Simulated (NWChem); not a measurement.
System: C₂H₃FO₂Si; SMILES O=C1OC[Si@H]1F

Output (shortened):

```
             Northwest Computational Chemistry Package (NWChem) 7.3.0
             --------------------------------------------------------

                             Geometry "geometry" -> ""
                             -------------------------

 Output coordinates in angstroms (scale by  1.889725989 to convert to a.u.)

  No.       Tag          Charge          X              Y              Z
 ---- ---------------- ---------- -------------- -------------- --------------
    1 O                    8.0000     1.35333000    -1.83753400     0.09657900
    2 C                    6.0000     0.48281600    -1.02033000     0.00002000
    3 O                    8.0000    -0.87667800    -1.29635500     0.19226100
    4 C                    6.0000    -1.55497900    -0.00161800     0.07021400
    5 Si                  14.0000     0.08228500     0.84055500    -0.42166000
    6 F                    9.0000     0.65632000     2.01245500     0.56666300
    7 H                    1.0000    -2.35941900    -0.06836200    -0.68967000
    8 H                    1.0000    -1.99315600     0.29599400     1.04475600
    9 H                    1.0000     0.26402300     1.32766400    -1.82899300

 Effective nuclear repulsion energy (a.u.)     291.0415643142

  xc_inp: hfexch multiplicative factor not found.

                                 NWChem DFT Module
                                 -----------------

 Summary of "ao basis" -> "ao basis" (spherical)
 ------------------------------------------------------------------------------
       Tag                 Description            Shells   Functions and Types
 ---------------- ------------------------------  ------  ---------------------
 O                           6-31g*                  6       14   3s2p1d
 C                           6-31g*                  6       14   3s2p1d
 Si                          6-31g*                  8       18   4s3p1d
 F                           6-31g*                  6       14   3s2p1d
 H                           6-31g*                  2        2   2s

            General Information
            -------------------
          SCF calculation type: DFT
          Wavefunction type:  closed shell.
          No. of atoms     :     9
          No. of electrons :    54
           Alpha electrons :    27
            Beta electrons :    27
          Charge           :     0
          Spin multiplicity:     1
          Use of symmetry is: off; symmetry adaption is: off
          Maximum number of iterations: 150
          AO basis - number of functions:    94
                     number of shells:    44
          Convergence on energy requested:  1.00D-06
          Convergence on density requested:  1.00D-05
          Convergence on gradient requested:  5.00D-04

              XC Information
              --------------
                     Hartree-Fock (Exact) Exchange  1.000

      Superposition of Atomic Density Guess
      -------------------------------------

 Sum of atomic energies:        -614.51354992

      Non-variational initial energy
      ------------------------------

 Total energy =    -616.663154
 1-e energy   =   -1428.073509
 2-e energy   =     520.368790
 HOMO         =      -0.311254
 LUMO         =      -0.018831

     ---------------------------------------------
      Total Density - Mulliken Population Analysis
     ---------------------------------------------

    Atom       Charge   Shell Charges
 -----------   ------   -------------------------------------------------------
    1 O    8     8.84   2.00  0.95  3.10  0.94  1.84  0.02
    2 C    6     5.09   2.00  0.69  1.38  0.54  0.39  0.10
    3 O    8     8.65   2.00  0.93  2.92  0.94  1.83  0.02
    4 C    6     6.29   2.00  0.70  1.80  0.66  1.08  0.04
    5 Si  14    12.88   2.00  2.00  5.97  0.92  1.28  0.27  0.28  0.16
    6 F    9     9.62   2.00  0.95  3.47  1.00  2.19  0.01
    7 H    1     0.78   0.47  0.32
    8 H    1     0.79   0.47  0.32
    9 H    1     1.06   0.46  0.60

[...]

                     NWChem Electrostatic Potential Fit Module
                     -----------------------------------------

 Atom parameters

 Number of atoms is                                    9
 Number of basis functions is                         94

 Grid parameters

 Maximum number of grid points is                  39443
 Number of grid points is                          39442
 Grid range                                     0.300000 nm
 Grid spacing                                   0.020000 nm
 Probe radius                                   0.070000 nm
 Atom radius factor                             1.000000

 Atomic radii

    1    0.100000
    6    0.147000
    8    0.136000
    9    0.128000
   14    0.187000
 FASTESP  F
  using M.O. file = ./job.movecs

    Atom              Coordinates                           Charge

                                                  ESP

    1 O     0.135333   -0.183753    0.009658   -0.506431
    2 C     0.048282   -0.102033    0.000002    0.544488
    3 O    -0.087668   -0.129636    0.019226   -0.400939
    4 C    -0.155498   -0.000162    0.007021    0.010573
    5 Si    0.008229    0.084056   -0.042166    0.619450
    6 F     0.065632    0.201246    0.056666   -0.309929
    7 H    -0.235942   -0.006836   -0.068967    0.052389
    8 H    -0.199316    0.029599    0.104476    0.077387
    9 H     0.026402    0.132766   -0.182899   -0.086988
                                            ------------
                                                0.000000

 Dipole moment                                  1.797223

 Quadrupole moment Qxx                          6.590693
                   Qyy                        -14.986870
                   Qzz                          8.396177

 RMS deviation kJ/mol                           0.059266

 RRMS %                                        16.477692
```

Level: Hartree-Fock/6-31G* (spherical d). The geometry was optimised at PBE-D3(BJ)/def2-SVP.

Problem. Write an input that gives this output.

Solution. Several could match; the one computed here: the input that was run:
```
start job
memory heap 200 mb stack 900 mb global 1100 mb
geometry units angstroms noautosym nocenter noautoz
  O      1.353330    -1.837534     0.096579
  C      0.482816    -1.020330     0.000020
  O     -0.876678    -1.296355     0.192261
  C     -1.554979    -0.001618     0.070214
  Si     0.082285     0.840555    -0.421660
  F      0.656320     2.012455     0.566663
  H     -2.359419    -0.068362    -0.689670
  H     -1.993156     0.295994     1.044756
  H      0.264023     1.327664    -1.828993
end
basis spherical
  O library 6-31g*
  C library 6-31g*
  Si library 6-31g*
  F library 6-31g*
  H library 6-31g*
end
dft
  xc hfexch
  iterations 150
  mulliken
end
task dft energy
esp
  recalculate
  probe 0.07
  range 0.3
  factor 1.0
  spacing 0.02
end
task esp
```
